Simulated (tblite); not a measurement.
Compound: C7H15F.
Structure used (GFN2-xTB), in Å, numbered top down from 1:
```xyz
23
C7H15F angstrom
C      1.8544    0.2838   -1.2186
C      1.3097    0.1054    0.1947
C     -0.1199   -0.4591    0.2943
C     -0.5123   -0.5041    1.7760
C     -0.1630   -1.8905   -0.2523
C     -1.1383    0.3760   -0.5006
C     -1.2112    1.8468   -0.1153
F     -2.1735    2.4707   -0.8796
H      1.2673    1.0010   -1.7854
H      1.8647   -0.6596   -1.7573
H      2.8765    0.6529   -1.1697
H      1.3466    1.0674    0.7106
H      1.9728   -0.5735    0.7367
H     -0.4066    0.4714    2.2443
H      0.1284   -1.2022    2.3103
H     -1.5427   -0.8332    1.8902
H     -1.1426   -2.3305   -0.0798
H      0.5808   -2.5095    0.2440
H      0.0305   -1.9105   -1.3212
H     -0.9079    0.3142   -1.5657
H     -2.1323   -0.0557   -0.3593
H     -0.2757    2.3777   -0.3134
H     -1.5108    1.9881    0.9273
```

Method: GFN2-xTB as coded in tblite; computed harmonic values from a numerical Hessian at the method's own geometry, unscaled. The method is semi-empirical: single wavenumbers can be off by several per cent or more. One conformer, not necessarily the lowest.

Harmonic wavenumbers (cm⁻¹): 58.7, 86.1, 119.2, 180.8, 203.2, 229.1, 262.9, 271.8, 326.9, 332.0, 365.9, 427.7, 477.5, 503.0, 776.3, 793.7, 822.8, 935.1, 962.8, 965.8, 1001.4, 1014.4, 1026.9, 1047.7, 1085.4, 1088.1, 1102.3, 1180.6, 1209.5, 1234.8, 1254.4, 1278.3, 1293.4, 1306.0, 1357.6, 1361.5, 1409.2, 1416.4, 1425.6, 1454.3, 1484.7, 1492.5, 1500.9, 1504.3, 1506.7, 1512.0, 1515.0, 1519.1, 2950.3, 2957.5, 2964.2, 2977.2, 2982.0, 2996.5, 3029.1, 3030.1, 3032.7, 3034.4, 3038.3, 3043.0, 3046.0, 3049.1, 3053.2.

A = 2441, B = 1292, C = 1078 MHz; mass 118.116 u (most abundant isotopes); point group C1, symmetry number 1.

Zero-point energy?

Half the sum of the wavenumbers: 45434 cm⁻¹ = 129.90 kcal/mol.

Give the ideal-gas entropy at 500 K and 1 bar in the rigid-rotor, harmonic-oscillator model (classical rotation).

Translation 42.81, rotation 30.48, vibration 50.28: S = 123.6 cal/(mol K).

And Cp and H(500 K) − H(0)?

Cp = 61.30 cal/(mol K), of which vibrations give 53.35 (their classical limit is 63 R = 125.2); H(500 K) − H(0) = 17.29 kcal/mol without the zero-point energy, 13.32 from vibrations.

How do the functions run with temperature in this model?

| T (K) | S (cal/(mol K)) | Cp (cal/(mol K)) | H − H(0) (kcal/mol) | G − H(0) (kcal/mol) | ln q(vib) |
| --- | --- | --- | --- | --- | --- |
| 100 | 67.8 | 18.9 | 1.26 | -5.52 | 1.34 |
| 200 | 84.3 | 29.4 | 3.70 | -13.16 | 3.90 |
| 300 | 98.1 | 39.7 | 7.14 | -22.29 | 6.56 |
| 800 | 157.8 | 84.5 | 39.44 | -86.83 | 19.86 |
| 1000 | 177.9 | 95.0 | 57.45 | -120.44 | 24.96 |

q(vib) and H(0) count from the zero-point level.

Which modes carry the vibrational entropy at 500 K?

58.7 cm⁻¹: 5.52; 86.1 cm⁻¹: 4.77; 119.2 cm⁻¹: 4.12; 180.8 cm⁻¹: 3.31; 203.2 cm⁻¹: 3.08; 229.1 cm⁻¹: 2.85 cal/(mol K); the other 57 give 26.63 together.

Blend soft modes into free rotors: weight 1/[1 + (100 cm⁻¹/ν̃)⁴] for the oscillator and the rest for a rotor with moment μB/(μ + B), μ = h/(8π²ν), B = 10⁻⁴⁴ kg m². What vibrational entropy results?

47.63 cal/(mol K) in place of 50.28, which changes −T·S at 500 K by +1.32 kcal/mol.

What must be added to the electronic energy to get the Gibbs energy at 500 K and 1 bar?

ZPE + [H(500 K) − H(0)] − T·S = 129.90 + 17.29 − 61.78 = 85.41 kcal/mol.

Hindered rotation and anharmonicity are outside this model. Other conformers, if any are populated, would add a mixing term that is left out. The structure is chiral; the term R ln 2 for an equal mix with its mirror image is left out.
